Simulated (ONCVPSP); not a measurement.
**Configuration tests for samarium (Sm) (ONCV)**

samarium (Sm), optimised norm-conserving Vanderbilt (ONCV), made with ONCVPSP 4.0.1 (PBE, scalar-relativistic). Core [Kr] 4d10 4f5, reference 5s2 5p6 5d1 6s2. Waves: 5s+6s: rc 2.30 bohr, ncon 3, nbas 7, qcut 5.1 1/bohr, 2 projectors; 5p: rc 1.90 bohr, ncon 5, nbas 10, qcut 6.3 1/bohr, 3 projectors, debl 1 Ha; 5d: rc 2.50 bohr, ncon 3, nbas 6, qcut 4.5 1/bohr, 1 projector. Local part: polynomial inside 1.25 bohr (lpopt 4, dvloc0 6 Ha). Core correction: Teter function, fcfact 2.25, rcfact 1.35.

Energies are relative to the spin-unpolarised reference configuration 5s2 5p6 5d1 6s2; without spin polarisation the order of configurations can differ from experiment.

```
valence configuration  charge  ΔE all-electron (eV)  error AE − PS (meV)
      5s2 5p6 5d1 6s1      +1                 6.454                 -0.4
      5s2 5p6 5d0 6s0      +3                37.927                  -45
```

Q: What are ΔE and the potential's error for 5s2 5p6 5d1 6s1 6p1?

A: ΔE = 2.727 eV all-electron; the error (AE − PS) is -0.2 meV.

Q: What are ΔE and the potential's error for 5s2 5p6 5d1 6s0?

A: ΔE = 18.224 eV all-electron; the error (AE − PS) is +5.6 meV.

Levels in the configuration 5s2 5p6 5d1 6s1 6p1:

| level | all-electron (eV) | pseudo (eV) |
| --- | --- | --- |
| 5s | -47.968 | -48.014 |
| 5p | -27.234 | -27.255 |
| 5d | -3.725 | -3.726 |
| 6s | -4.692 | -4.693 |
| 6p | -1.898 | -1.899 |
